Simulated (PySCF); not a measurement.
TaSCl3, SMILES [Cl][Ta]([Cl])([Cl])=[S], multiplicity 1. Coordinates come from a PBE-D3(BJ)/def2-SVP optimisation. The spin state was assumed, not searched. The structure was generated by enumeration; whether it is a known compound was not checked. The def2 effective core potentials stand for the cores of Ta; spin–orbit coupling is left out.

Computed equilibrium geometry at PBE-D3(BJ)/def2-SVP (PySCF confirms it by a frequency run) as bond lengths and angles, and its point group:
point group C3v.
Atoms: Ta1 S2 Cl3 Cl4 Cl5. Bonds (Å): Ta1–S2 2.162, Ta1–Cl3 2.296, Ta1–Cl4 2.296, Ta1–Cl5 2.296. Bond angles (°): S2–Ta1–Cl3 107.4, S2–Ta1–Cl4 107.4, S2–Ta1–Cl5 107.4, Cl3–Ta1–Cl4 111.5, Cl3–Ta1–Cl5 111.5, Cl4–Ta1–Cl5 111.5.
